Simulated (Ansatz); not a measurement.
C2H6AlNO can be A, `C/C(O)=[N]\[AlH2]`, or B, `[NH2][Al]1[CH2]C[O]1`.

Calculated with Ansatz (gas phase, PBE0-D4/def2-TZVP geometries, no zero-point term in ΔE). CCSD(T)/CBS adds triple-zeta CCSD(T) − MP2 to the extrapolated MP2 energy (def2 sets, frozen cores). DFT in def2-TZVPP. B3LYP here is the variant with VWN-RPA as its local correlation; programs differ in this. Each species was taken in one conformer, which may not be the lowest.

A:

```xyz
11

C    -1.097   -1.139   -0.712
C    -0.468   -0.312    0.364
O    -1.084   -0.537    1.549
N     0.486    0.481    0.237
Al    1.815    1.537   -0.148
H    -2.157   -0.889   -0.796
H    -0.601   -0.964   -1.663
H    -1.034   -2.197   -0.449
H    -0.638    0.020    2.200
H     1.492    3.030   -0.562
H     3.286    0.969   -0.021
```

B:

Z-matrix (Å, degrees):
```
C
O 1 1.446
Al 1 2.274 2 49.1
C 1 1.547 2 106.6 3 -0.0
H 1 1.095 2 109.0 3 -120.9
H 1 1.095 2 109.0 3 120.9
N 3 1.759 1 171.2 2 0.0
H 4 1.090 1 113.9 2 117.1
H 4 1.090 1 113.9 2 -117.1
H 7 1.007 3 124.8 1 180.0
H 7 1.007 3 124.9 1 -0.0
```

Question: Which isomer does CCSD(T)/CBS put lower? Give the gap. (An estimate is asked.)

Answer: Computed: B, by 31.2 kcal/mol.

Question: Give E(B) − E(A) in kcal/mol with B3LYP, ωB97M-V, MP2/def2-TZVPP, CCSD/def2-TZVPP, B3LYP-D4, CCSD(T)/def2-TZVPP, PBE0-D4. (An estimate is asked.)

Answer: The calculation gave: B3LYP -25.9, ωB97M-V -29.7, MP2/def2-TZVPP -32.3, CCSD/def2-TZVPP -29.9, B3LYP-D4 -25.8, CCSD(T)/def2-TZVPP -29.7, PBE0-D4 -29.3. None reverses the order clearly.

Largest T1 diagnostic: 0.014.

In def2-TZVPP, CCSD(T) changes the Hartree–Fock value by −8.0 kcal/mol (the triples alone add +0.3 kcal/mol) and MP2 by −10.5 kcal/mol. From PBE to PBE0 (25 % exact exchange), in def2-TZVPP and without D4, E(B) − E(A) moves by −2.2 kcal/mol.
